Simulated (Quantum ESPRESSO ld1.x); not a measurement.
Li I, 3 electrons, occupied as [He] 2s1. Method: Dirac Kohn-Sham, PW91, spin-unpolarised, spherical densities, point nucleus; computed with ld1.x of Quantum ESPRESSO 7.5.

X-ray form factor f0, the Fourier transform of the density (f0(0) = 3):

sin(theta)/lambda (1/angstrom),f0 (electrons)
0.05,2.701
0.1,2.210
0.15,1.901
0.2,1.737
0.25,1.620
0.3,1.505
0.4,1.260
0.5,1.023
0.6,0.817
0.8,0.511
1,0.321
1.25,0.185
1.5,0.112
2,0.046
